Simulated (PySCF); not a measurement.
# Electric field gradients and quadrupole coupling constants

Compound: C7H6N2O.
Geometry (GFN2-xTB, Å), atoms numbered from 1 in this order:
```
atom  x, y, z in Å
N1    -2.3613    1.1038   -0.0758
C2    -1.4475    0.0662   -0.0705
C3    -1.6866   -1.2754   -0.0554
O4    -0.5401   -2.0102    0.0450
C5     0.4725   -1.1236    0.0902
C6     1.8398   -1.3507    0.1836
N7     2.6852   -0.3432    0.2091
C8     2.2268    0.9067    0.1476
C9     0.8933    1.2502    0.0561
C10   -0.0206    0.1984    0.0248
H11   -2.0136    1.9582   -0.4840
H12   -3.2794    0.8518   -0.4087
H13   -2.6046   -1.8271   -0.1000
H14    2.2569   -2.3462    0.2370
H15    2.9936    1.6689    0.1748
H16    0.5780    2.2814    0.0148
```

Field gradients from the PBE0/pcSseg-1 density (PySCF, non-relativistic), principal values in atomic units, ordered |Vxx| ≤ |Vyy| ≤ |Vzz|:

```tsv
atom	Vxx	Vyy	Vzz
N1	0.5056	0.6538	-1.1593
O4	-0.4847	-1.1168	1.6015
N7	0.3939	0.7261	-1.1200
```

**Question.** Find the asymmetry η = (Vxx − Vyy)/Vzz and the couplings χ = eQV/h (234.96 MHz × Q in barn × V in au), with Q(14N) = 0.02044 b, Q(17O) = −0.0256 b.

**Answer.** 
| atom | environment | nucleus | η | χzz (MHz) | χxx (MHz) | χyy (MHz) |
| --- | --- | --- | --- | --- | --- | --- |
| N1 | aniline-type nitrogen | 14N | 0.13 | -5.57 | 2.43 | 3.14 |
| O4 | furan-type oxygen | 17O | 0.39 | -9.63 | 2.92 | 6.72 |
| N7 | pyridine-type nitrogen | 14N | 0.30 | -5.38 | 1.89 | 3.49 |

**Question.** What is Vzz at N7 in SI units (1 au = 9.71736 × 10²¹ V/m²)?

**Answer.** -1.1200 au = -10.884 × 10²¹ V/m².

**Question.** What couplings would deuterons (Q(2H) = 0.00286 b) have in place of the hydrogens, at this geometry?

**Answer.** 
| atom | bonded to | bond length (Å) | Vzz (au) | η | χzz (kHz) |
| --- | --- | --- | --- | --- | --- |
| H11 | N1 | 1.009 | 0.4099 | 0.19 | 275 |
| H12 | N1 | 1.009 | 0.4103 | 0.19 | 276 |
| H13 | C3 | 1.072 | 0.3422 | 0.13 | 230 |
| H14 | C6 | 1.081 | 0.3224 | 0.06 | 217 |
| H15 | C8 | 1.082 | 0.3219 | 0.07 | 216 |
| H16 | C9 | 1.079 | 0.3305 | 0.07 | 222 |

Isolated species at its GFN2-xTB geometry, gas phase. GFN2-xTB bond lengths can be off by several hundredths of an ångström, more for odd bonds, and the gradients follow them. These gradients aren't converged with respect to the basis.

These values come from a run that also computed NMR shieldings. On Arm Neoverse V2, one thread, on a shared host, this took 24 s wall and 0.91 GiB of memory at its peak.
